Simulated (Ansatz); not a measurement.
`F[SiH2]O[SiH2]Cl`. Charge 0, multiplicity 1. The structure was optimised at the PBE0-D4/def2-TZVP level. It is one conformer, not always the lowest.

```xyz
9

F    -0.326    0.954    2.212
Si   -1.075    0.809    0.814
O     0.012    0.440   -0.336
Si    1.085   -0.623   -0.936
Cl    0.567   -2.528   -0.383
H    -2.070   -0.274    0.950
H    -1.668    2.117    0.478
H     1.047   -0.548   -2.409
H     2.428   -0.345   -0.389
```

(1) What is the dipole moment at ωB97M-V/def2-TZVPP? (Best estimate.)

(2) And with PBE, r2SCAN, B3LYP? (An estimate is asked.)

(3) Give the Mulliken charges with ωB97M-V, B3LYP, PBE in def2-TZVPP. (Best estimate.)

Results:

(1) The calculation gave: 1.34 D, with components (-0.26, 0.66, -1.14) D in this frame, pointing from negative to positive charge.

(2) Ansatz gave: PBE 1.27 D, r2SCAN 1.33 D, B3LYP 1.37 D.

(3) Computed: 
```tsv
atom	ωB97M-V	B3LYP	PBE
F1	-0.31	-0.32	-0.28
Si2	0.57	0.66	0.57
O3	-0.38	-0.37	-0.29
Si4	0.44	0.55	0.46
Cl5	-0.21	-0.25	-0.22
H6	-0.04	-0.07	-0.07
H7	-0.04	-0.08	-0.07
H8	-0.02	-0.06	-0.05
H9	-0.02	-0.06	-0.05
```

B3LYP here is the variant with VWN-RPA as its local correlation; programs differ in this.
